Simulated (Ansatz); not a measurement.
Geometry optimisation of the cluster Be₅Se₄⁺.

```yaml
crystal:
  periodic: [false, false, false]
  atoms:
    - {symbol: Be, position_ang: [1.990190, 1.548890, -0.147920]}
    - {symbol: Be, position_ang: [2.232640, -1.902130, 0.044190]}
    - {symbol: Be, position_ang: [-1.701060, 2.758890, -0.120040]}
    - {symbol: Be, position_ang: [-2.985210, 1.215450, 0.027470]}
    - {symbol: Be, position_ang: [-1.181280, -2.245850, 0.165170]}
    - {symbol: Se, position_ang: [3.123580, -0.117760, -0.071450]}
    - {symbol: Se, position_ang: [0.337200, 2.611650, -0.178350]}
    - {symbol: Se, position_ang: [-2.460570, -0.757720, 0.131300]}
    - {symbol: Se, position_ang: [0.644510, -3.111420, 0.149640]}
basis:
  gaussian: {orbitals: def2-SVP}
total_charge: 1
magnetization: {spin_polarized: true, initial_magnetization: 1}
hamiltonian: {xc: r2scan, dispersion: d4}
scf: {lower_state_search: "off"}
output: {orbitals: {seedname: orbitals}}
relax: {f_tol: 0.02, max_steps: 100}
```

```sh
$ ansatz run in.yaml --threads 4 --pin off --events-out ev --progress --plain --max-ram 4787MiB
```

Output, abridged:

```
Functional definition: r2SCAN
mean field -263367.49082504 eV, -9678.5767709234 hartree, gradient 4.5e-6 eV, S^2 0.756377; 0 other end points of the search recorded, 0 dependent functions left out
relax step   1: F+E_penalty+E_count = -263367.58793585 eV  Δ(F+E_penalty+E_count) = +0.000e0 eV  max|allowed force component| = 1.509e0 eV/Å  Δτ_max = 0.0000 Å  (54 SCF iters, accepted)
mean field -263368.43512646 eV, -9678.6114733604 hartree, gradient 1.7e-6 eV, S^2 0.756736; 0 other end points of the search recorded, 0 dependent functions left out
relax step   2: F+E_penalty+E_count = -263368.53051253 eV  Δ(F+E_penalty+E_count) = -9.426e-1 eV  max|allowed force component| = 8.881e-1 eV/Å  Δτ_max = 0.1949 Å  (39 SCF iters, accepted)
mean field -263369.08455705 eV, -9678.6353394943 hartree, gradient 3.3e-6 eV, S^2 0.756785; 0 other end points of the search recorded, 0 dependent functions left out
relax step   3: F+E_penalty+E_count = -263369.17881978 eV  Δ(F+E_penalty+E_count) = -6.483e-1 eV  max|allowed force component| = 5.093e-1 eV/Å  Δτ_max = 0.1950 Å  (33 SCF iters, accepted)
mean field -263369.39685802 eV, -9678.6468163432 hartree, gradient 2.0e-6 eV, S^2 0.756517; 0 other end points of the search recorded, 0 dependent functions left out
relax step   4: F+E_penalty+E_count = -263369.49049795 eV  Δ(F+E_penalty+E_count) = -3.117e-1 eV  max|allowed force component| = 5.548e-1 eV/Å  Δτ_max = 0.1999 Å  (32 SCF iters, accepted)
mean field -263369.66179338 eV, -9678.6565525381 hartree, gradient 4.1e-6 eV, S^2 0.756220; 0 other end points of the search recorded, 0 dependent functions left out
relax step   5: F+E_penalty+E_count = -263369.75600536 eV  Δ(F+E_penalty+E_count) = -2.655e-1 eV  max|allowed force component| = 4.099e-1 eV/Å  Δτ_max = 0.1949 Å  (33 SCF iters, accepted)
mean field -263369.83563215 eV, -9678.6629409953 hartree, gradient 1.7e-6 eV, S^2 0.756069; 0 other end points of the search recorded, 0 dependent functions left out
relax step   6: F+E_penalty+E_count = -263369.92983455 eV  Δ(F+E_penalty+E_count) = -1.738e-1 eV  max|allowed force component| = 2.454e-1 eV/Å  Δτ_max = 0.2000 Å  (37 SCF iters, accepted)
mean field -263369.94425010 eV, -9678.6669326311 hartree, gradient 8.5e-6 eV, S^2 0.756521; 0 other end points of the search recorded, 0 dependent functions left out
relax step   7: F+E_penalty+E_count = -263370.03865578 eV  Δ(F+E_penalty+E_count) = -1.088e-1 eV  max|allowed force component| = 1.756e-1 eV/Å  Δτ_max = 0.1949 Å  (38 SCF iters, accepted)
mean field -263369.98087355 eV, -9678.6682785180 hartree, gradient 1.3e-6 eV, S^2 0.756965; 0 other end points of the search recorded, 0 dependent functions left out
relax step   8: F+E_penalty+E_count = -263370.07554295 eV  Δ(F+E_penalty+E_count) = -3.689e-2 eV  max|allowed force component| = 2.190e-1 eV/Å  Δτ_max = 0.1944 Å  (43 SCF iters, accepted)
mean field -263369.98843922 eV, -9678.6685565516 hartree, gradient 1.7e-6 eV, S^2 0.756833; 0 other end points of the search recorded, 0 dependent functions left out
relax step   9: F+E_penalty+E_count = -263370.08321331 eV  Δ(F+E_penalty+E_count) = -7.670e-3 eV  max|allowed force component| = 4.367e-2 eV/Å  Δτ_max = 0.0412 Å  (33 SCF iters, accepted)
mean field -263369.98894124 eV, -9678.6685750004 hartree, gradient 2.8e-6 eV, S^2 0.756881; 0 other end points of the search recorded, 0 dependent functions left out
relax step  10: F+E_penalty+E_count = -263370.08384525 eV  Δ(F+E_penalty+E_count) = -6.319e-4 eV  max|allowed force component| = 1.905e-2 eV/Å  Δτ_max = 0.0293 Å  (28 SCF iters, accepted)
Total energy: -263370.08386825 eV, -9678.6720635037 hartree
Atom 0 at     1.841493     1.709492    -0.150716 Å, force     0.013905     0.002310    -0.003699 eV/Å
Atom 1 at     1.584178    -1.333402     0.031089 Å, force    -0.000340    -0.001623    -0.000050 eV/Å
Atom 2 at    -0.861133     2.078189    -0.100369 Å, force    -0.003015     0.019053    -0.000139 eV/Å
Atom 3 at    -2.202096     0.499936     0.040441 Å, force     0.007055    -0.010802    -0.000486 eV/Å
Atom 4 at    -1.373837    -2.105102     0.159956 Å, force     0.001250    -0.000957     0.003246 eV/Å
Atom 5 at     3.060072     0.067361    -0.083971 Å, force    -0.007262    -0.002699     0.001238 eV/Å
Atom 6 at     0.725830     3.398190    -0.230105 Å, force    -0.009813    -0.013909     0.002857 eV/Å
Atom 7 at    -3.228051    -1.289820     0.181100 Å, force    -0.005161     0.003935    -0.001840 eV/Å
Atom 8 at     0.453544    -3.024845     0.152585 Å, force     0.003382     0.004692    -0.001127 eV/Å
Dipole moment:    -0.262524     0.219242    -0.004999 e Å
Checks for a lower state left out: stability, starts, cluster_reference, orbital_swaps, neighbouring_geometries, increment
```

It took 45 s on 4 threads of Intel Xeon 6975P-C on a shared host.

The relaxation made no stability test and no search for a lower SCF solution. Another isomer (doublet) lies 2.12 eV lower at PBE0-D4/def2-TZVP; other spin states weren't run for this one.
